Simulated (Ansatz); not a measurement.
Cartesian coordinates (Å):
SMILES: [SiH3]B(S)S
```xyz
9

Si     1.1085    -0.0876     0.2413
B     -0.8472     0.0799    -0.1854
S     -1.9745    -1.3143    -0.0167
S     -1.5830     1.6151    -0.7654
H      1.7433    -1.0876    -0.6546
H      1.2938    -0.5558     1.6384
H      1.8154     1.2078     0.0776
H     -1.0859    -2.2240     0.4167
H     -0.4702     2.3666    -0.7519
```
Charge 0, multiplicity 1.

Calculation: frozen-core CCSD(T)/cc-pVTZ // B3LYP-D3(BJ)/def2-TZVP run with Ansatz (a quantum-chemistry and plane-wave program).

```
Item                            Result
----------------------  --------------
HF energy               -1111.69309 Ha
MP2 correlation energy     -0.58352 Ha
```

Problem. Estimate the CCSD correlation energy, the (T) correction, the total energy and the T1 diagnostic.

Solution. 
```json
{
 "CCSD correlation energy": "-0.64515 Ha",
 "(T) correction": "-0.02957 Ha",
 "CCSD(T) total energy": "-1112.36781 Ha",
 "T1 diagnostic": "0.015"
}
```
